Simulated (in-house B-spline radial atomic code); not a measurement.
# Pm III (Pm2+): [Kr] (4d3/2)4 (4d5/2)5 (4f5/2)2 (4f7/2)3 5s2 5p6 (8d3/2)1 (an excited or competing configuration)

Method: Dirac-Hartree-Fock, average of the jj configuration, Fermi nucleus of rms radius 4.962 fm. Calculated with a B-spline radial code for spherical atoms.

Screening seen three ways: the hydrogenic charge with the same mean radius, Z_r = [3n² - l(l+1)]/(2<r>), the one with the same energy, Z_e = n√(-2ε), and Slater's rules. Values are occupation-weighted means over j. An effective charge above Z reflects the relativistic contraction of the inner shells.

```json
{"shell": "1s", "electrons": "2", "ε (eV)": "-45484", "<r> (bohr)": "0.02318", "Z_r": "64.72", "Z_e": "57.82", "Slater": "60.70"}
{"shell": "2s", "electrons": "2", "ε (eV)": "-7537.9", "<r> (bohr)": "0.09835", "Z_r": "61.01", "Z_e": "47.08", "Slater": "56.85"}
{"shell": "2p", "electrons": "6", "ε (eV)": "-6747.1", "<r> (bohr)": "0.08685", "Z_r": "57.57", "Z_e": "44.54", "Slater": "56.85"}
{"shell": "3s", "electrons": "2", "ε (eV)": "-1718.3", "<r> (bohr)": "0.259", "Z_r": "52.12", "Z_e": "33.71", "Slater": "49.75"}
{"shell": "3p", "electrons": "6", "ε (eV)": "-1462.5", "<r> (bohr)": "0.2573", "Z_r": "48.58", "Z_e": "31.10", "Slater": "49.75"}
{"shell": "3d", "electrons": "10", "ε (eV)": "-1102.5", "<r> (bohr)": "0.2358", "Z_r": "44.53", "Z_e": "27.00", "Slater": "39.85"}
{"shell": "4s", "electrons": "2", "ε (eV)": "-387.62", "<r> (bohr)": "0.5911", "Z_r": "40.60", "Z_e": "21.35", "Slater": "33.25"}
{"shell": "4p", "electrons": "6", "ε (eV)": "-299.91", "<r> (bohr)": "0.6244", "Z_r": "36.83", "Z_e": "18.78", "Slater": "33.25"}
{"shell": "4d", "electrons": "9", "ε (eV)": "-172.75", "<r> (bohr)": "0.6837", "Z_r": "30.71", "Z_e": "14.25", "Slater": "22.20"}
{"shell": "5s", "electrons": "2", "ε (eV)": "-78.054", "<r> (bohr)": "1.422", "Z_r": "26.36", "Z_e": "11.98", "Slater": "11.85"}
{"shell": "5p", "electrons": "6", "ε (eV)": "-53.249", "<r> (bohr)": "1.618", "Z_r": "22.56", "Z_e": "9.89", "Slater": "11.85"}
{"shell": "4f", "electrons": "5", "ε (eV)": "-40.161", "<r> (bohr)": "0.8972", "Z_r": "20.06", "Z_e": "6.87", "Slater": "14.60"}
{"shell": "8d", "electrons": "1", "ε (eV)": "-3.7063", "<r> (bohr)": "15.65", "Z_r": "5.94", "Z_e": "4.18", "Slater": "3.00"}
```

The least bound orbital is 8d3/2 at -3.706 eV, and it is also the most diffuse (<r> = 15.65 bohr). The part-filled 4d shell lies below the filled 5p shell in orbital energy.

For the 1s electron the small component carries 5.13 % of the norm, the zero-frequency Breit interaction raises the level by 129.1 eV, self-energy by 76.28 eV, and vacuum polarisation lowers it by 11.89 eV.
